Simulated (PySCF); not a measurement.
Cd(Br)(SeH) (BrCdHSe), SMILES [SeH][Cd][Br].

Geometry: r2SCAN-D4/def2-SVP. The def2 effective core potentials stand for the cores of Cd; spin–orbit coupling is left out. One conformer was computed; it need not be the lowest.

These are PBE0/def2-TZVPD (PySCF) values and carry that method's errors.

Symmetry labels are those of the subgroup Cs that the program uses (full group Cs).

Computed valence orbital energies around the gap with their symmetry:
```tsv
orbital	symmetry	energy (eV)
HOMO−7	A"	-15.97
HOMO−6	A'	-15.95
HOMO−5	A'	-11.00
HOMO−4	A'	-10.00
HOMO−3	A'	-8.68
HOMO−2	A"	-8.34
HOMO−1	A'	-8.31
HOMO	A"	-7.28
LUMO	A'	-1.97
LUMO+1	A'	-0.95
LUMO+2	A"	-0.58
LUMO+3	A'	-0.12
```
